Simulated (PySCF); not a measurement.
## One molecule, a ladder of functionals, a line

Molecule: `CC(=O)C[SiH2]O`, C$_{3}$H$_{8}$O$_{2}$Si.

Cartesian coordinates in Å; atom numbers follow the order of the lines, from 1:
```xyz
14

C    -2.0678    0.1031   -0.5395
C    -0.6800   -0.4636   -0.4388
O    -0.4945   -1.6501   -0.2379
C     0.4788    0.4856   -0.5613
Si    1.6167    0.2923    0.9529
O     1.9592   -1.3226    1.0797
H    -2.2110    0.5747   -1.5248
H    -2.8114   -0.6891   -0.3897
H    -2.2020    0.8950    0.2148
H     0.1690    1.5265   -0.7350
H     1.0952    0.1586   -1.4165
H     2.8711    1.0678    0.7431
H     0.9069    0.8373    2.1527
H     1.2391   -1.8452    0.6825
```

GIAO shieldings (ppm, equivalent atoms averaged) in PySCF 2.14 on the PBE0-D3(BJ)/def2-SVP geometry, basis pcSseg-1, gas phase, non-relativistic:

| functional | exact exchange (%) | σ(C1) | σ(C4) | σ(O6) | σ(Si5) |
| --- | --- | --- | --- | --- | --- |
| BLYP | 0 | 140.0 | 141.4 | 302.9 | 349.6 |
| BP86 | 0 | 144.2 | 145.6 | 305.6 | 355.2 |
| PBE | 0 | 144.8 | 146.1 | 306.1 | 355.6 |
| B3LYP | 20 | 144.1 | 146.2 | 310.2 | 363.2 |
| mPW1PW91 | 25 | 148.5 | 150.9 | 314.0 | 371.8 |
| BHandHLYP | 50 | 149.6 | 152.6 | 318.3 | 383.9 |
| HF | 100 | 158.3 | 163.0 | 327.5 | 420.7 |

Question: Fit each shielding as a line in the percentage of exact exchange.

Answer: σ(C1) = 142.9 + 0.15 x (rms 1.7 ppm); σ(C4) = 144.3 + 0.18 x (rms 1.7 ppm); σ(O6) = 305.7 + 0.23 x (rms 1.6 ppm); σ(Si5) = 352.9 + 0.67 x (rms 2.5 ppm). The functionals also differ in their semilocal parts, which the line can't hold; Hartree–Fock has no correlation at all.

Question: What does the line predict for PBE0 (25 %), and what does the run give?

Answer: σ(C1): 146.7 predicted, 149.5 computed; σ(C4): 148.8 predicted, 151.7 computed; σ(O6): 311.4 predicted, 314.5 computed; σ(Si5): 369.6 predicted, 372.8 computed ppm.
